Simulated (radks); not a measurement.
Values are calculated unless marked as measured or tabulated.
Q: Ionisation of the xenon ion Xe2+, [Kr] 4d10 5s2 5p4, to Xe3+, [Kr] 4d10 5s2 5p3, under several functionals. Dirac Kohn-Sham, spin-unpolarised, spherical densities, finite nucleus; open shells are shared between the two j in proportion to 2j + 1; a radial shooting solver on a logarithmic mesh with Libxc functionals. The NIST Atomic Spectra Database gives 31.05 eV (semi-empirical). Rank these functionals by the error of their Delta-SCF ionisation energy: XLYP; SOGGA; BP86; PW91; Wu-Cohen GGA; LDA (Slater exchange, Perdew-Zunger correlation); RPBE; LDA (Slater exchange, Perdew-Wang correlation); exchange-only PBE.

A: From best to worst: exchange-only PBE 30.661 eV (-0.389); XLYP 31.627 eV (+0.577); RPBE 31.707 eV (+0.657); SOGGA 31.713 eV (+0.663); Wu-Cohen GGA 31.837 eV (+0.787); PW91 31.843 eV (+0.793); BP86 31.905 eV (+0.855); LDA (Slater exchange, Perdew-Wang correlation) 32.005 eV (+0.955); LDA (Slater exchange, Perdew-Zunger correlation) 32.008 eV (+0.958). Spin polarisation and multiplet splitting are left out, so open shells lie too high by an amount that depends on their filling. Sharing an open shell by 2j + 1 raises it above the true ground level by a part of the spin-orbit splitting, which enters the differences from NIST.

Beside tabulated values, note that spin-unpolarised runs miss the spin-polarisation part of the exchange energy of open shells.
